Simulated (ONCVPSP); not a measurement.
## What one change does to a pseudopotential (Li (Z = 3), ONCV)

lithium, optimised norm-conserving Vanderbilt (ONCV), made with ONCVPSP 4.0.1 (PW91, scalar-relativistic). Core [He], reference 2s0.75 2p0.25. Waves: 2s: rc 2.05 bohr, ncon 3, nbas 7, qcut 2.8 1/bohr, local; 2p: rc 4.00 bohr, ncon 5, nbas 9, qcut 2.5 1/bohr, 1 projector. Local part: the s channel. Core correction: Teter function, fcfact 1.75, rcfact 1.55.

Change: s: qcut 4.

Cutoffs: the cutoffs (Ha) at which the residual kinetic energy of the hardest occupied pseudo-wave falls to 1 and 0.1 mHa per electron; they do not see the model core or the augmentation charge, which bear on the density cutoff. Errors are all-electron minus pseudo energies relative to the spin-unpolarised reference configuration.

Q: What does the change do?

A: The potential gets neither clearly harder nor softer (2.2 Ha and 3.5 Ha → 2.3 Ha and 3.6 Ha); the errors of the 3 common tests hardly move; neither file shows a bound ghost.

| quantity | base | changed |
| --- | --- | --- |
| cutoff, loose | 2.2 Ha | 2.3 Ha |
| cutoff, tight | 3.5 Ha | 3.6 Ha |
| loose cutoff by channel | s 2.2 Ha, p 1.8 Ha | s 2.3 Ha, p 1.8 Ha |
| bound ghosts | none | none |
| GHOST(+) flags under 300 eV | none | none |
| error for 2s1 2p0, meV [ΔE -0.45 eV] | -0.4 | -0.4 |
| error for 2s0.5 2p0, meV [ΔE 1.61 eV] | +3.3 | +3.3 |
| error for 2s0 2p1, meV [ΔE 1.34 eV] | -3.8 | -3.8 |
| s: phases at 2.08 bohr within 0.05 rad from the reference energy up to (Ha; the scan ends near 5) | 1.2 | 1.3 |
| p: phases at 4.07 bohr within 0.05 rad from the reference energy up to (Ha; the scan ends near 5) | 0.3 | 0.3 |
| rms error of d²Exc/dni dnj with the model core, mHa | 1.72 | 1.72 |
